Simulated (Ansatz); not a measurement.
Two isomers of C2H6BFS: A = `CB(S)CF`, B = `FCCBS`.

Isolated molecules relaxed with PBE0-D4/def2-TZVP in Ansatz; ΔE leaves out vibrations. CBS: MP2 limit from def2 TZ/QZ plus the TZ coupled-cluster correction, frozen cores. Functionals use def2-TZVPP. B3LYP here is the variant with VWN-RPA as its local correlation; programs differ in this. Each species was taken in one conformer, which may not be the lowest.

A:

Z-matrix (Å, degrees):
```
C
B 1 1.557
H 1 1.096 2 109.4
H 1 1.096 2 109.3 3 114.5
H 1 1.090 2 115.0 3 -122.8
S 2 1.792 1 119.2 3 123.0
C 2 1.575 1 121.7 3 -56.9
H 6 1.346 2 99.1 1 179.9
F 7 1.390 2 112.9 1 -0.6
H 7 1.098 2 111.0 1 -121.6
H 7 1.098 2 110.8 1 120.2
```

B:

```xyz
11

F    -2.0091    0.4875    0.3118
C    -1.0429   -0.2064    1.0261
C     0.1315   -0.5124    0.1265
B     0.8295    0.7708   -0.4388
S     1.4942    0.9335   -2.0750
H    -0.7433    0.4233    1.8691
H    -1.5158   -1.1153    1.4093
H    -0.1660   -1.2212   -0.6522
H     0.8880   -1.0269    0.7389
H     0.9972    1.7347    0.2498
H     1.1367   -0.2675   -2.5654
```

**Question.** Which isomer does CCSD(T)/CBS put lower? Give the gap. (Estimate.)

**Answer.** Ansatz gave: A, by 31.1 kJ/mol.

**Question.** Give E(B) − E(A) in kJ/mol with PBE0-D4, MP2/def2-TZVPP, PBE-D4, ωB97M-V, CCSD(T)/def2-TZVPP, B3LYP, B2PLYP. (An estimate is asked.)

**Answer.** Ansatz gave: PBE0-D4 34.4, MP2/def2-TZVPP 30.5, PBE-D4 35.6, ωB97M-V 33.6, CCSD(T)/def2-TZVPP 29.3, B3LYP 32.6, B2PLYP 31.5. None reverses the order clearly.

Largest T1 diagnostic: 0.013.

In def2-TZVPP, CCSD(T) changes the Hartree–Fock value by +3.3 kJ/mol (the triples alone add +0.2 kJ/mol) and MP2 by +4.5 kJ/mol.
